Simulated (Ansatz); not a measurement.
Total energies of C₆H₁₅ClO₃Zr (`CC[O][Zr]([Cl])([O]CC)[O]CC`).

```xyz
26

C    -2.197    1.941    2.492
C    -2.259    2.263    1.015
O    -1.773    1.211    0.239
Zr   -0.941   -0.336   -0.512
Cl   -2.529   -1.556   -1.823
O    -0.290   -1.450    0.896
C     0.432   -2.164    1.851
C     1.899   -2.245    1.492
O     0.523    0.191   -1.616
C     1.601    0.601   -2.400
C     1.460    0.110   -3.823
H    -2.793    1.053    2.716
H    -1.167    1.751    2.802
H    -2.586    2.775    3.082
H    -3.294    2.469    0.716
H    -1.674    3.166    0.799
H     0.005   -3.170    1.932
H     0.306   -1.679    2.828
H     2.336   -1.246    1.426
H     2.032   -2.743    0.529
H     2.447   -2.810    2.250
H     1.660    1.696   -2.381
H     2.529    0.218   -1.957
H     0.545    0.499   -4.275
H     2.310    0.438   -4.426
H     1.417   -0.981   -3.851
```

The species carries charge 0 and has multiplicity 1. Correlated methods include outer-core shells of Zr, which these sets cover unevenly. Zr takes the def2 core potential. The structure was optimised at the PBE0-D4/def2-TZVP level. It is one conformer, not always the lowest. Basis def2-TZVPP, Ansatz.

RPA on PBE orbitals: Hartree–Fock energy of these orbitals -966.90718 Eh, correlation -3.67109 Eh (frozen core).

```
 functional  energy without D4 (Eh)  D4 term (kJ/mol)
LDA (SPW92)              -965.63071                 –
       BLYP              -970.87539            -123.9
```

Question: Give the same for PBE, revPBE, r2SCAN, B97M-V, PBE0, B3LYP, r2SCANh, r2SCAN0, HSE06 (plane-wave form), BHLYP, CAM-B3LYP, LC-ωPBE, ωB97X-V, ωB97M-V, B2PLYP, PBE-QIDH. (Estimate.)

Answer: Ansatz gave: 
| functional | energy without D4 (Eh) | D4 term (kJ/mol) |
| --- | --- | --- |
| PBE | -970.32943 | -59.1 |
| revPBE | -970.87739 | -169.5 |
| r2SCAN | -970.81790 | -17.4 |
| B97M-V | -970.91427 | – |
| PBE0 | -970.37859 | -51.5 |
| B3LYP | -971.12894 | -93.1 |
| r2SCANh | -970.77670 | -18.5 |
| r2SCAN0 | -970.71810 | -20.2 |
| HSE06 (plane-wave form) | -970.34470 | -48.5 |
| BHLYP | -970.72449 | -73.6 |
| CAM-B3LYP | -970.85080 | -53.0 |
| LC-ωPBE | -970.69279 | – |
| ωB97X-V | -970.84178 | – |
| ωB97M-V | -970.77013 | – |
| B2PLYP | -970.49846 | – |
| PBE-QIDH | -970.18142 | – |

B3LYP takes the VWN-RPA correlation (the form of Gaussian; ORCA's B3LYP/G). HSE06 is the plane-wave form, built on full-range PBE exchange. The double hybrids freeze the cores in their second-order part.

LC-ωPBE has ω = 0.4 bohr⁻¹.
